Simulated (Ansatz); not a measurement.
Cl₂H₂S₂Ti, SMILES `[SH][Ti]([SH])([Cl])[Cl]`, charge 0, multiplicity 1.

**Question.** Give a relaxed structure at PBE0-D4/def2-TZVP (Ansatz 0.2.0). (Best estimate.)

**Answer.** Ansatz gave: 
Cartesian coordinates in Å:
```
S 0.326 -0.989 1.672
Ti -0.066 0.598 0.107
S -0.174 -0.406 -1.919
Cl -2.014 1.528 0.349
Cl 1.633 1.942 0.268
H -0.738 -1.698 1.241
H 1.032 -0.976 -1.717
```
Point group C2.
